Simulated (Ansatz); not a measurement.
`[OH][GeH]([OH])[F]` + H₂S → `[OH][GeH]([F])[SH]` + H₂O  (ligand exchange at a Ge–O bond)

Gas-phase electronic energies from Ansatz, PBE0-D4/def2-TZVP geometries. CCSD(T)/CBS adds triple-zeta CCSD(T) − MP2 to the extrapolated MP2 energy (def2 sets, frozen cores). This one scheme is used for every species. For Ge outer-core shells are correlated without core-valence functions, which leaves a few kJ/mol of doubt a bond. Scalar relativity is left out up to krypton. Each species was taken in one conformer, which may not be the lowest.

| species | MP2/def2-QZVPP energy (Eh) |
| --- | --- |
| `[OH][GeH]([OH])[F]` | -2327.86790 |
| H₂S | -398.92680 |
| `[OH][GeH]([F])[SH]` | -2650.44776 |
| H₂O | -76.34932 |

Problem. Work out ΔE.

Solution. ΔE = (-2650.44776) + (-76.34932) − (-2327.86790) − (-398.92680) = -0.00238 Eh = -0.06 eV. CCSD(T)/CBS gives -0.06 eV.

Largest T1 diagnostic among the species: 0.012.

Leaving LDA and LC-ωPBE aside and taking each functional with its dispersion term where it has one, the values, not all of them listed here, spread over 0.16 eV, from revPBE-D4 to CAM-B3LYP-D4. At CCSD(T), def2-SVP lies +0.17 eV from the extrapolated value and def2-TZVPP +0.06 eV. In def2-TZVPP, CCSD(T) changes the Hartree–Fock value by −0.10 eV (the triples alone add −0.02 eV) and MP2 by −0.13 eV.
